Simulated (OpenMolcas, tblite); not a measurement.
## How methods differ on C4H4Si (SMILES C#C[SiH2]C#C)

C4H4Si has 9 atoms, charge 0, and is taken as a singlet. SMILES: `C#C[SiH2]C#C`. The shape is that of a PBE0-D4/def2-TZVP optimisation.

Quantity: the vertical energy of the triplet above the singlet, in eV. The values are calculated.

| level | kind | program | value (eV) | CPU time (all runs) |
| --- | --- | --- | --- | --- |
| GFN1-xTB | semi-empirical | tblite | 5.04 | under 2 s |
| HF/cc-pVDZ | Hartree–Fock | OpenMolcas | 7.39 | 67 s |
| BLYP/cc-pVDZ | GGA | OpenMolcas | 5.29 | 2.4 min |
| PBE/cc-pVDZ | GGA | OpenMolcas | 5.24 | 2.7 min |
| r2SCAN/cc-pVDZ | meta-GGA | OpenMolcas | 5.08 | 2.3 min |
| M06-2X/cc-pVDZ | hybrid meta-GGA | OpenMolcas | 6.79 | 6.4 min |

The values span 5.04 to 7.39 eV. Spin contamination of the reference (⟨S²⟩ at least 0.1 too high) touches HF/cc-pVDZ. Times are those of the runs behind each value, whatever else they computed, on shared processors of several kinds: orders of magnitude only.
